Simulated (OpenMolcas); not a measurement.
# Tl II: CASPT2 settings compared

```yaml
Program: OpenMolcas 26.06
Basis: ANO-RCC-VTZP [8s7p5d3f2g]
Scalar_Hamiltonian: DKH2, point nucleus
Active_space: 2 electrons in 4 orbitals (6s 6p)
State_averaging: 2S+1 = 3 even, 3 roots (0 in the spin-orbit step); 2S+1 = 1 even, 1 root kept (CI in the orbitals of an earlier block); 2S+1 = 3 odd, 3 roots; 2S+1 = 1 odd, 3 roots kept (CI in the orbitals of an earlier block)
Spin-orbit_coupling: RASSI with atomic mean-field integrals over the reference wave functions, term energies averaged over their components
```

Methods on the same reference wave functions:
A. CASSCF
B. SS-CASPT2, IPEA 0.75 Eh, imaginary shift 0.1 Eh (closed shells correlated: none)
C. SS-CASPT2, IPEA 0.6 Eh, sigma1 regulariser 0.1 Eh (closed shells correlated: 4f 5s 5p 5d)
D. SS-CASPT2, IPEA 0.15 Eh, real shift 0.1 Eh (closed shells correlated: 5d)

Energies in cm⁻¹ above 6s² ¹S₀, the measured ground level; measured values from NIST Handbook of Basic Atomic Spectroscopic Data.

```csv
Level,A,B,C,D,Measured
6s² ¹S₀,0.0,0.0,0.0,0.0,0.0
6s 6p ³P°₀,42965,43648,50324,49339,49451
6s 6p ³P°₁,45534,46118,52492,51456,52394
6s 6p ³P°₂,52600,53282,59959,58974,61728
6s 6p ¹P°₁,78276,74694,73300,71406,75663
```

Deviations, from unrounded energies. A percentage is the sum of absolute deviations over the sum of measured energies, with the sign that they share, or ± where signs differ.

```
           Against measurement  Levels      A     B     C     D
mean absolute deviation (cm-1)       4   6300  5400  1300  2000
      other configurations (%)       4  ±10.5  -9.0  ±2.1  -3.4
```

C lies closest to measurement on these levels and A furthest from it. The largest miss of C in the table is 6s 6p ¹P°₁, by -2400 cm-1. The ranking rests on the paired levels alone, and a cruder setting can come out closer through cancelling errors.

Among B to D the level of the table that moves most is 6s 6p ³P°₀, by 6700 cm-1 (lowest in B, highest in C).

The lowest spin-free term lies below A's lowest term by 0.006 hartree in B, 0.796 hartree in C, 0.406 hartree in D.

Some high roots are left out of the spin-orbit mixing, which shifts the levels that they would mix with. Terms from blocks run as CI alone lack orbitals of their own. Spin-orbit splittings of 6p shells tend to come out small when the coupling is added on scalar orbitals. Measured partners are found by configuration, term and J. A level has none where our copy of the source lacks it or the pairing is in doubt (some pairs that miss far off the trend of their configuration count as doubtful), and it then counts in no deviation. Only configurations of the active space appear.

° marks odd parity.
